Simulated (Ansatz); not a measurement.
MoO3⁻. The state is a doublet with charge -1. Geometry r2SCAN-D4/def2-TZVPD, basis def2-TZVPD, Ansatz.

Cartesian coordinates in Å:
```
Mo 0.087 0.150 0.241
O 1.204 0.683 -0.982
O 0.265 -1.511 0.726
O -1.556 0.677 0.015
```

```csv
run,HOMO (eV),LUMO (eV)
A,-0.52,1.57
B,-1.74,2.27
C,-0.08,1.36
D,-3.71,3.49
E,-1.00,1.86
F,-0.13,1.23
```

In the def2 sets Mo takes a core potential; there is no spin–orbit coupling. The structure comes from a short search, and lower isomers may exist.

HOMO and LUMO are taken over both spins.

Task: The runs used PBE, r2SCAN, r2SCAN0, r2SCANh, revPBE, ωB97M-V. Estimate which is which.

Result: A r2SCAN (0 % exact exchange); B r2SCAN0 (25 % exact exchange); C revPBE (0 % exact exchange); D ωB97M-V (range-separated); E r2SCANh (10 % exact exchange); F PBE (0 % exact exchange). Exact exchange lowers occupied and raises empty levels; among semilocal functionals meta-GGAs tend to open the gap a little, and such runs are hard to tell apart. The gap grows from 1.36 eV (PBE) to 7.20 eV (ωB97M-V).
